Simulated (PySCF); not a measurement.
These 4 structures share the formula C7H6F4. Method: PBE0-D3(BJ)/def2-SVP geometry optimisation, gas phase (PySCF 2.14.0). One conformer each; no zero-point energy, no entropy. No frequencies were run at this level. Point groups hold within 0.08 Å.

Question: Rank from lowest to highest electronic energy at this level (kcal/mol).
A. `FC(F)(F)[C@]12[C@@H]3C[C@@]1(F)C[C@@H]32`
B. `[CH2:1]=[CH:2]/[CH:3]=[CH:4]/[C:5](=[CH:6]\[F:7])[C:8]([F:9])([F:10])[F:11]` with C1–C2–C3–C4 179°, C3–C4–C5–C6 179°
C. `[CH3:1][C:2]#[C:3][C@:4]([CH3:5])([F:6])[C:7]([F:8])=[C:9]([F:10])[F:11]` with C3–C4–C7–F8 -64°
D. `[CH2:1]=[CH:2][CH2:3]/[C:4](=[CH:5]/[F:6])[C:7]([F:8])=[C:9]([F:10])[F:11]` with C1–C2–C3–C4 -112°, C2–C3–C4–C5 -115°, C3–C4–C7–F8 38°

Answer: B (0.0), A (6.2), D (30.0), C (43.3).

As drawn, the highest has a C≡C bond, which the lowest lacks.

```csv
SMILES,E (Eh),E rel (kcal/mol),dipole (D),point group,"A, B, C (MHz)"
C=C/C=C/C(=C\F)C(F)(F)F,-668.49414,0.0,0.97,–,"1387, 721.6, 517.2"
FC(F)(F)[C@]12[C@@H]3C[C@@]1(F)C[C@@H]32,-668.48423,6.2,2.92,Cs,"1824, 972.3, 876.1"
C=CC/C(=C/F)C(F)=C(F)F,-668.44626,30.0,2.21,C1,"1292, 881.0, 637.6"
CC#C[C@](C)(F)C(F)=C(F)F,-668.42507,43.3,2.44,C1,"1560, 650.0, 609.9"
```
